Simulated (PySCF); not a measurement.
# Iodine: a sound run and one with changed settings

Sound run: I [Kr] 4d10 5s2 5p5, I⁺ [Kr] 4d10 5s2 5p4. Computed with PySCF 2.14 in x2c-SVPall, with scalar relativity by spin-free X2C-1e. In the sound run the correlated levels freeze [Kr] 4d10. The sound run starts from symmetry-adapted Hartree-Fock orbitals and uses a fine grid where one is needed.

Changed run: the non-relativistic Hamiltonian (point nucleus). This setting is unsound on purpose.

```
species   method  sound run (hartree)  changed run (hartree)  converged
      I      UHF          -7111.89438            -6724.52189        yes
      I   r2SCAN          -7114.80147            -6727.48344        yes
      I    B3LYP          -7114.87112            -6727.54836        yes
      I      MP2          -7111.96959            -6724.59868        yes
      I  CCSD(T)          -7111.98266            -6724.61429        yes
     I⁺      UHF          -7111.54266            -6724.13152        yes
     I⁺   r2SCAN          -7114.41286            -6727.05002        yes
     I⁺    B3LYP          -7114.48149            -6727.11575        yes
     I⁺      MP2          -7111.59973            -6724.19254        yes
     I⁺  CCSD(T)          -7111.61347            -6724.21033        yes
```

Ionisation energy of I:

```json
{"method": "UHF", "sound run (eV)": "9.571", "changed run (eV)": "10.622"}
{"method": "r2SCAN", "sound run (eV)": "10.574", "changed run (eV)": "11.794"}
{"method": "B3LYP", "sound run (eV)": "10.602", "changed run (eV)": "11.772"}
{"method": "MP2", "sound run (eV)": "10.064", "changed run (eV)": "11.052"}
{"method": "SCS-MP2", "sound run (eV)": "10.043", "changed run (eV)": "11.030"}
{"method": "CCSD", "sound run (eV)": "10.044", "changed run (eV)": "10.994"}
{"method": "CCSD(T)", "sound run (eV)": "10.046", "changed run (eV)": "10.992"}
```

Most of the change in total energy is the relativistic energy itself. On top of that the contraction fixes the core shape for the Hamiltonian it was made with, so the changed run is not a good calculation with the other Hamiltonian either.

For comparison, NIST gives 10.451 eV between the lowest levels.
